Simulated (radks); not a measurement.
The numbers below are computed, except where a source is named.
Successive ionisation energies (eV) of one element, from differences of total energies of ions in their ground configurations, starting at charge 22: 587.22, 735.09, 784.77, 835.50, 887.27, 940.02, 993.73, 1063.0, 1119.8, 1177.5, 1236.1, 1295.7, 1356.2, 1417.5, 1714.7, 1772.6, 1830.9, 1889.5, 1948.3, 2024.1, 2085.1, 2146.5. Code: a radial shooting solver on a logarithmic mesh with Libxc functionals. Model: non-relativistic Kohn-Sham, TPSS, spin-polarised, spherical densities, point nucleus; open shells are filled with parallel spins first (spin-orbit coupling, left out, can overturn this in heavy ions); meta-GGA in the generalised Kohn-Sham scheme; relativity is left out, which matters for an element this heavy. Which element is it?

Answer. Lead (Z = 82). The first species listed is Pb22+ in [Kr] 4d10 4f13 5s1, the last Pb43+ in [Kr] 4d3.
